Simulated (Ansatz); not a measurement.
Basis sets compared for the cluster Si₄S₄. Charge 0, multiplicity 1. Geometry PBE-D4/def2-SVP. Ansatz on 4 threads of Intel Xeon 6975P-C on a shared host; times are rough, and most runs start from earlier orbitals.

```tsv
atom	x (Å)	y (Å)	z (Å)
Si1	1.966	-0.286	-0.328
Si2	-0.245	1.319	1.503
Si3	-0.862	0.719	-1.673
Si4	-0.859	-1.752	0.498
S5	-2.037	0.296	0.339
S6	0.254	-1.367	-1.556
S7	0.890	1.814	-0.516
S8	0.893	-0.745	1.733
```

The structure comes from a short search, and lower isomers may exist.

Binding counts from free atoms (Si triplet, S triplet) in the same basis, without a counterpoise term.

```csv
level,functions,energy (Eh),HOMO (eV),LUMO (eV),binding per atom (eV),wall time
PBE-D4/def2-SVP,144,-2748.8290,-5.63,-3.12,3.84,1.4 s
PBE-D4/def2-TZVP,296,-2749.7939,-5.51,-3.07,3.91,3.5 s
PBE0-D4/def2-SVP,144,-2749.0415,-6.60,-2.44,3.68,1.9 s
PBE0-D4/def2-TZVP,296,-2749.9989,-6.43,-2.37,3.76,9 s
```

(1) Estimate the rows for PBE-D4/def2-TZVPD, PBE0-D4/def2-TZVPD.

Answers

(1) 
```tsv
level	functions	energy (Eh)	HOMO (eV)	LUMO (eV)	binding per atom (eV)	wall time
PBE-D4/def2-TZVPD	356	-2749.7962	-5.54	-3.12	3.90	5.5 s
PBE0-D4/def2-TZVPD	356	-2750.0009	-6.44	-2.41	3.76	11 s
```
